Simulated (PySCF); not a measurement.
PySCF 2.14 output of an unrestricted PBE0 calculation on a single atom or ion in x2c-QZVPPall (11s7p5d4f2g, 103 functions), with scalar relativity by spin-free X2C-1e:

```
SCF conv_tol = 1e-09
number electrons alpha = 14  beta = 10
    C. Adamo and V. Barone.,  J. Chem. Phys. 110, 6158 (1999)
    M. Ernzerhof and G. E. Scuseria.,  J. Chem. Phys. 110, 5029 (1999)
cycle= 1 E= -1271.5341540457  delta_E= -0.00968  |g|= 0.0412  |ddm|= 0.0912
cycle= 2 E= -1271.53413142527  delta_E= 2.26e-05  |g|= 0.0462  |ddm|= 0.0329
cycle= 3 E= -1271.53450179296  delta_E= -0.00037  |g|= 0.00184  |ddm|= 0.017
cycle= 4 E= -1271.53450263735  delta_E= -8.44e-07  |g|= 0.000351  |ddm|= 0.000809
cycle= 5 E= -1271.53450270785  delta_E= -7.05e-08  |g|= 3.15e-05  |ddm|= 0.0003
cycle= 6 E= -1271.53450270853  delta_E= -6.81e-10  |g|= 2.93e-06  |ddm|= 3.92e-05
converged SCF energy = -1271.53450270853  <S^2> = 6.001629  2S+1 = 5.0006516
```

The run itself started from symmetry-adapted Hartree-Fock orbitals and held the occupation by maximum overlap, on a logarithmic radial grid, so the iterations belong to that start.

Which element, charge and spin multiplicity is this?

Fe²⁺ (iron, charge +2), multiplicity 5; the state was [Ar] 3d6, high-spin 5D determinant.
